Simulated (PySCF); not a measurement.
## Exercise with solution: entropy of an ideal gas

Si(H)3(OMe) (CH₆OSi), SMILES [SiH3]OC.

The structure is a stationary point at B3LYP-D3(BJ)/def2-TZVP.

B3LYP-D3(BJ)/def2-TZVP (PySCF) gives the harmonic wavenumbers 104, 128, 221, 720, 727, 773, 952, 968, 991, 1126, 1182, 1211, 1488, 1501, 1504, 2201, 2207, 2261, 2998, 3049, 3101 cm⁻¹ and the rotational temperatures 1.6345, 0.2672, 0.2511 K. The molar mass is 62.14 g/mol, the symmetry number 1, the spin multiplicity 1.

Question: Work out the entropy at 298.15 K and 1 atm in the rigid-rotor, harmonic-oscillator model.

Answer: 
Translation (Sackur–Tetrode at 1 atm): S = R[1.5 ln M + 2.5 ln T − 1.16487] = 160.2 J/(mol K).
Rotation: q = (√π/σ) T^1.5/√(θA θB θC) = 27600, S = R[ln q + 3/2] = 97.5 J/(mol K).
Vibration: with u = 1.4388 ν/T, each mode gives R[u/(e^u − 1) − ln(1 − e^−u)]:
```
ν (cm⁻¹)  modes     u  S (J/(mol K))
--------  -----  ----  -------------
104           1  0.50          14.13
128           1  0.62          12.45
221           1  1.07           8.16
720           1  3.47           1.19
727           1  3.51           1.15
773           1  3.73           0.96
952           1  4.59           0.47
968           1  4.67           0.45
991           1  4.78           0.41
1126          1  5.43           0.23
1182          1  5.70           0.19
1211          1  5.84           0.17
1488          1  7.18           0.05
1501          1  7.24           0.05
1504          1  7.26           0.05
```
The stiffer modes add less than 0.005 each. Sum 40.1 J/(mol K).
Spin: R ln 1 = 0.0 J/(mol K).
Total 297.8 J/(mol K); the program's own thermochemistry gives 297.8. Translation makes up 54 % and vibration 13 %. Anharmonicity, hindered rotation and orbital degeneracy are left out.
